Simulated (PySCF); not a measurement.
Ta(O)(OH)(NH2)2 (H₅N₂O₂Ta), SMILES [NH2][Ta]([NH2])(=[O])[OH], multiplicity 1. Heavy atoms are numbered as in [Ta:1](=[O:2])([OH:3])([NH2:5])[NH2:8]. Hydrogens are named by the atom that carries them.

Geometry: PBE0-D3(BJ)/def2-SVP. The multiplicity is an assumed one; other spin states were not compared. The def2 effective core potentials stand for the cores of Ta; spin–orbit coupling is left out. Other conformers were not sampled.

These are PBE/def2-TZVP (PySCF) values and carry that method's errors.

ESP charges are fitted to the potential on shells at 1.4 to 2.0 van der Waals radii. Atomic charges (e), one atom of each kind:

```
atom      ESP fit  Löwdin  Mulliken
--------  -------  ------  --------
Ta1          1.72    0.59         ?
O2          -0.63   -0.29         ?
O3 (OH)     -0.75   -0.30     -0.63
H on O3      0.40    0.16         ?
N5 (NH2)    -1.23   -0.39     -0.70
H on N5      0.43    0.15      0.25
```

Problem. Some entries are withheld; supply them. (Estimate from the structure and the level; the computed values follow.)

Solution. 
- Ta1, Mulliken: 1.23
- O2, Mulliken: -0.48
- H on O3, Mulliken: 0.33
